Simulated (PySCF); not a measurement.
C$_{4}$H$_{6}$, charge +1, doublet, at a GFN2-xTB geometry (a state made from the parent by changing its charge; the spin is typed, not shown lowest); PySCF with B3LYP/STO-3G.

Here is a job for PySCF.
```python
from pyscf import gto, scf, dft

mol = gto.M(
    atom='''
C     1.716652    0.233856   -0.654215
C     0.682742   -0.140028    0.143494
C    -0.682742    0.140028   -0.143494
C    -1.716652   -0.233856    0.654215
H     1.609736    0.966613   -1.443741
H     2.702902   -0.193917   -0.529291
H     0.888581   -0.689134    1.058752
H    -0.888581    0.689134   -1.058752
H    -2.702902    0.193917    0.529291
H    -1.609736   -0.966613    1.443741
''',
    basis='sto-3g',
    charge=1,
    spin=1,
    verbose=4,
    symmetry=True,
)

mf = dft.UKS(mol)
mf.xc = 'b3lyp'
mf.kernel()
mf.analyze()
```

The log (banner, timings and long lists left out):

```
PySCF version 2.14.0

[INPUT] verbose = 4
[INPUT] num. atoms = 10
[INPUT] num. electrons = 29
[INPUT] charge = 1
[INPUT] spin (= nelec alpha-beta = 2S) = 1
[INPUT] symmetry True subgroup None
[INPUT] Mole.unit = angstrom
[INPUT] Symbol           X                Y                Z      unit          X                Y                Z       unit  Magmom
[...]
nuclear repulsion = 103.685452484718
point group symmetry = Ci
symmetry origin: [1.48029737e-17 0.00000000e+00 0.00000000e+00]
symmetry axis x: [0.10270687 0.82038156 0.56251701]
symmetry axis y: [ 0.30883985 -0.56385975  0.76595047]
symmetry axis z: [ 0.94555235  0.09505929 -0.31127879]
num. orbitals of irrep Ag = 13
num. orbitals of irrep Au = 13
number of shells = 18
number of NR pGTOs = 78
number of NR cGTOs = 26
basis = sto-3g
ecp = {}

******** <class 'pyscf.dft.uks_symm.SymAdaptedUKS'> ********
method = SymAdaptedUKS
initial guess = minao
damping factor = 0
level_shift factor = 0
DIIS = <class 'pyscf.scf.diis.CDIIS'>
diis_start_cycle = 1
diis_space = 8
diis_damp = 0
SCF conv_tol = 1e-09
SCF conv_tol_grad = None
SCF max_cycles = 50
direct_scf = True
direct_scf_tol = 1e-13
number electrons alpha = 15  beta = 14
XC library pyscf.dft.libxc version 7.1.2
    S. Lehtola, C. Steigemann, M. J. T. Oliveira, and M. A. L. Marques,  SoftwareX 7, 1–5 (2018)
XC functionals = b3lyp
    P. J. Stephens, F. J. Devlin, C. F. Chabalowski, and M. J. Frisch,  J. Phys. Chem. 98, 11623 (1994)
radial grids:
    Treutler-Ahlrichs [JCP 102, 346 (1995); DOI:10.1063/1.469408] (M4) radial grids

becke partition: Becke, JCP 88, 2547 (1988); DOI:10.1063/1.454033
pruning grids: <function nwchem_prune>
grids dens level: 3
symmetrized grids: True
atomic radii adjust function: <function treutler_atomic_radii_adjust>
small_rho_cutoff = 0
Freeze 0 electrons in irreps []
    29 free electrons in irreps Ag Au
Set gradient conv threshold to 3.16228e-05
tot grids = 115320
init E= -154.429421155799

cycle= 1 E= -153.787600156805  delta_E= 0.642  |g|= 0.0984  |ddm|= 2.81
cycle= 2 E= -153.79468567254  delta_E= -0.00709  |g|= 0.0511  |ddm|= 0.239
cycle= 3 E= -153.7966117329  delta_E= -0.00193  |g|= 0.0134  |ddm|= 0.086
cycle= 4 E= -153.79679343278  delta_E= -0.000182  |g|= 0.0109  |ddm|= 0.0351
cycle= 5 E= -153.796914187081  delta_E= -0.000121  |g|= 0.00207  |ddm|= 0.0191
cycle= 6 E= -153.796930975347  delta_E= -1.68e-05  |g|= 0.000168  |ddm|= 0.0137
cycle= 7 E= -153.796931013284  delta_E= -3.79e-08  |g|= 3.11e-05  |ddm|= 0.000448
cycle= 8 E= -153.796931014812  delta_E= -1.53e-09  |g|= 7.87e-06  |ddm|= 0.000101
cycle= 9 E= -153.796931014872  delta_E= -6e-11  |g|= 4.49e-07  |ddm|= 1.75e-05
Extra cycle  E= -153.796931014873  delta_E= -1.14e-13  |g|= 2.01e-07  |ddm|= 1.19e-06
converged SCF energy = -153.796931014873  <S^2> = 0.77218129  2S+1 = 2.0220596
**** SCF Summaries ****
Total Energy =                        -153.796931014872541
Nuclear Repulsion Energy =             103.685452484717942
One-electron Energy =                 -403.362988637959916
Two-electron Energy =                  145.880605138369475
Two-electron Coulomb Energy =          169.329191572848458
DFT Exchange-Correlation Energy =      -23.448586434478976
Wave-function symmetry = Ag
alpha occupancy for each irrep:     Ag   Au
                                     8    7
beta  occupancy for each irrep:     Ag   Au
                                     7    7
**** MO energy ****
alpha MO #1 (Au #1), energy= -10.3270230677679 occ= 1
alpha MO #2 (Ag #1), energy= -10.3270001521257 occ= 1
alpha MO #3 (Au #2), energy= -10.3247256339873 occ= 1
alpha MO #4 (Ag #2), energy= -10.3239325544753 occ= 1
alpha MO #5 (Ag #3), energy= -1.06184196255405 occ= 1
alpha MO #6 (Au #3), energy= -0.989613277710644 occ= 1
alpha MO #7 (Ag #4), energy= -0.852446075514605 occ= 1
alpha MO #8 (Au #4), energy= -0.787143051393314 occ= 1
alpha MO #9 (Au #5), energy= -0.708466831719599 occ= 1
alpha MO #10 (Ag #5), energy= -0.702235381903859 occ= 1
alpha MO #11 (Ag #6), energy= -0.633571829169131 occ= 1
alpha MO #12 (Au #6), energy= -0.628087908200866 occ= 1
alpha MO #13 (Ag #7), energy= -0.581717699310199 occ= 1
alpha MO #14 (Au #7), energy= -0.565709337153886 occ= 1
alpha MO #15 (Ag #8), energy= -0.475769197102097 occ= 1
alpha MO #16 (Au #8), energy= -0.263058124609024 occ= 0
alpha MO #17 (Ag #9), energy= -0.114378621753209 occ= 0
alpha MO #18 (Au #9), energy= 0.0956928710007659 occ= 0
alpha MO #19 (Ag #10), energy= 0.16012247845251 occ= 0
alpha MO #20 (Au #10), energy= 0.169174852692112 occ= 0
alpha MO #21 (Au #11), energy= 0.186177124547445 occ= 0
alpha MO #22 (Ag #11), energy= 0.189195487811339 occ= 0
alpha MO #23 (Au #12), energy= 0.291879683807892 occ= 0
alpha MO #24 (Ag #12), energy= 0.305933118883665 occ= 0
alpha MO #25 (Au #13), energy= 0.413876538171924 occ= 0
alpha MO #26 (Ag #13), energy= 0.437604544580409 occ= 0
beta  MO #1 (Au #1), energy= -10.3241007194392 occ= 1
beta  MO #2 (Ag #1), energy= -10.3233502139203 occ= 1
beta  MO #3 (Au #2), energy= -10.320292241342 occ= 1
beta  MO #4 (Ag #2), energy= -10.3202705944695 occ= 1
beta  MO #5 (Ag #3), energy= -1.04969025343548 occ= 1
beta  MO #6 (Au #3), energy= -0.966905788879238 occ= 1
beta  MO #7 (Ag #4), energy= -0.838775867578531 occ= 1
beta  MO #8 (Au #4), energy= -0.781633356209972 occ= 1
beta  MO #9 (Au #5), energy= -0.701487335544638 occ= 1
beta  MO #10 (Ag #5), energy= -0.696545691937178 occ= 1
beta  MO #11 (Ag #6), energy= -0.626876040741779 occ= 1
beta  MO #12 (Au #6), energy= -0.622509811905756 occ= 1
beta  MO #13 (Ag #7), energy= -0.579243908556444 occ= 1
beta  MO #14 (Au #7), energy= -0.531366579966345 occ= 1
beta  MO #15 (Ag #8), energy= -0.368150187252317 occ= 0
beta  MO #16 (Au #8), energy= -0.203521934538654 occ= 0
beta  MO #17 (Ag #9), energy= -0.0825461796698427 occ= 0
beta  MO #18 (Au #9), energy= 0.0990944640445586 occ= 0
beta  MO #19 (Ag #10), energy= 0.164850518813263 occ= 0
beta  MO #20 (Au #10), energy= 0.18443989454154 occ= 0
beta  MO #21 (Au #11), energy= 0.190200804488499 occ= 0
beta  MO #22 (Ag #11), energy= 0.202421308866663 occ= 0
beta  MO #23 (Au #12), energy= 0.302283951184533 occ= 0
beta  MO #24 (Ag #12), energy= 0.313832443570713 occ= 0
beta  MO #25 (Au #13), energy= 0.419653049101902 occ= 0
beta  MO #26 (Ag #13), energy= 0.446312890334819 occ= 0
 ** Mulliken pop alpha/beta on meta-lowdin orthogonal AOs **
 ** Mulliken pop       alpha | beta **
[...]
In total            15.00000 | 14.00000
 ** Mulliken atomic charges   ( Nelec_alpha | Nelec_beta ) **
charge of  0C =      0.09172  (     3.18794      2.72033 )
charge of  1C =      0.05243  (     3.00324      2.94434 )
charge of  2C =      0.05243  (     3.00324      2.94434 )
charge of  3C =      0.09172  (     3.18794      2.72033 )
charge of  4H =      0.11904  (     0.43344      0.44752 )
charge of  5H =      0.12606  (     0.43000      0.44394 )
charge of  6H =      0.11075  (     0.44538      0.44387 )
charge of  7H =      0.11075  (     0.44538      0.44387 )
charge of  8H =      0.12606  (     0.43000      0.44394 )
charge of  9H =      0.11904  (     0.43344      0.44752 )

WARN: System has nonzero charge 1; the dipole moment is origin-dependent.
Location of origin: [0. 0. 0.]

Dipole moment(X, Y, Z, Debye):  0.00000,  0.00000,  0.00000
```
